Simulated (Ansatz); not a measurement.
AlSiNF₂H₄⁻, that is (F)2Al-NH-SiH3 with one electron more. Total charge -1; doublet. Geometry PBE-D4/def2-SVP, that of the neutral singlet; atoms count from 1.

```xyz
9

Al   -1.147   -1.341   -0.036
F    -2.319   -0.694   -1.029
F    -1.362   -2.883    0.561
N     0.315   -0.420    0.388
Si    0.789    1.200   -0.107
H     0.977   -0.899    1.010
H     2.100    1.197   -0.853
H     0.944    2.126    1.073
H    -0.299    1.713   -1.007
```

The highest occupied level of the charge -1 doublet lies above zero (up to 1.26 eV). Energy differences put its binding near zero (0.06 eV; vertical, against the charge 0 singlet, at PBE0-D4/def2-TZVPD), which leaves it undecided.

(1) Estimate the Mulliken populations from the PBE0/def2-TZVPD orbitals of Ansatz.

(2) Where does the spin sit?

(3) And the Mayer bond orders between heavy atoms (over 0.3)?

Results:

(1) 
```json
{"atom": "Al1", "charge (e)": "-0.24", "spin (α − β)": "0.88"}
{"atom": "F2", "charge (e)": "-0.52", "spin (α − β)": "0.17"}
{"atom": "F3", "charge (e)": "-0.47", "spin (α − β)": "0.11"}
{"atom": "N4", "charge (e)": "0.22", "spin (α − β)": "-0.20"}
{"atom": "Si5", "charge (e)": "-0.05", "spin (α − β)": "0.04"}
{"atom": "H6", "charge (e)": "0.18", "spin (α − β)": "0.00"}
{"atom": "H7", "charge (e)": "-0.05", "spin (α − β)": "0.00"}
{"atom": "H8", "charge (e)": "-0.04", "spin (α − β)": "0.00"}
{"atom": "H9", "charge (e)": "-0.03", "spin (α − β)": "0.01"}
```
Mulliken values depend strongly on the basis. With diffuse functions, as here, like atoms can get unlike values, and bond orders can come out too low or too high.

(2) Summed by element: Al 0.88, F 0.28, N -0.20, Si 0.04, H 0.00, of 1 unpaired in all. Largest on single atoms: Al1 0.88, N4 -0.20, F2 0.17.

(3) Al1–F2 1.35 (1.67 Å); Al1–F3 1.20 (1.67 Å); Al1–N4 0.67 (1.78 Å); N4–Si5 1.22 (1.76 Å).
